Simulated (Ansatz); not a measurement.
A series at Si: from `O[SiH](O)O[SiH](O)F`, ligands are replaced one by one, each step taking up H₂ and setting free H₂O; n counts the steps. Ansatz, PBE0-D4/def2-TZVP geometries. Each molecule was computed in one conformer, which needn't be the lowest.

```csv
n,molecule,"HOMO energy, ωB97M-V/def2-TZVPP (eV)"
0,`O[SiH](O)O[SiH](O)F`,-11.72
1,`O[SiH](O)O[SiH2]F`,?
2,`O[SiH2]O[SiH2]F`,-11.23
3,`F[SiH2]O[SiH3]`,-11.29
```

By hand: fit a straight line y = ȳ + b (n − n̄) to the 3 given rows and predict n = 1.

n̄ = 1.667, ȳ = -11.413; Σ(n − n̄)(y − ȳ) = 0.737, Σ(n − n̄)² = 4.667, so b = 0.158 eV a step. Prediction: -11.413 + (0.158) × (-0.667) = -11.52 eV.

By hand: compare with the computed value, -11.32 eV, and give the steps along the whole series.

The line misses by 0.20 eV (computed minus predicted). Steps: 0.40, 0.09, -0.06 eV.

The steps change sign along the series, so a line is a poor guide. The highest orbital can change its character along such a series. The miss is 40.8 % of the series' range.
